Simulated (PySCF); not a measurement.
FH7OSi3, SMILES O[SiH2][Si@H](F)[SiH3].

Geometry: PBE-D3(BJ)/def2-SVP. The structure was generated by enumeration; whether it is a known compound was not checked. One conformer was computed; it need not be the lowest.

Computed with PBE-D3(BJ)/def2-SVP run with PySCF.

Frequencies are harmonic and unscaled.

Give all harmonic wavenumbers and intensities. (An estimate is asked for; the answer gives what the named calculation found.)


```
mode  ν (cm⁻¹)  IR (km/mol)  moving atoms (share of kinetic energy)
----  --------  -----------  --------------------------------------
1           30          0.4         O 44 %, Si 23 %, H 20 %, F 12 %
2           78          0.2                 Si 46 %, O 32 %, H 19 %
3          123          0.4                                  H 92 %
4          130          1.4         F 35 %, Si 25 %, H 22 %, O 18 %
5          153          6.1                 F 55 %, Si 25 %, H 19 %
6          219         24.7                 Si 42 %, H 38 %, O 19 %
7          229         94.5                         H 68 %, Si 18 %
8          370          3.1                         Si 76 %, H 19 %
9          405          1.9                         H 53 %, Si 45 %
10         472         10.0                         H 76 %, Si 22 %
11         486         26.5                         H 61 %, Si 35 %
12         506         16.4                         H 59 %, Si 38 %
13         678        167.3                         H 86 %, Si 14 %
14         696         37.3                                  H 87 %
15         745        169.3                                  H 90 %
16         780         17.3                          H 80 %, F 16 %
17         806         54.9                 O 56 %, H 23 %, Si 21 %
18         824        218.0                         H 76 %, Si 15 %
19         852         86.2                 Si 34 %, H 33 %, F 32 %
20         892        134.8                         H 86 %, Si 10 %
21         896         12.0                                  H 90 %
22         904         33.2                                  H 90 %
23         937         52.8                         H 83 %, Si 13 %
24        2113         96.4                                  H 97 %
25        2129        129.1                                  H 96 %
26        2137        110.0                                  H 97 %
27        2151         53.0                                  H 98 %
28        2163         81.5                                  H 96 %
29        2183         68.6                                  H 96 %
30        3752         78.8                                  H 94 %
```
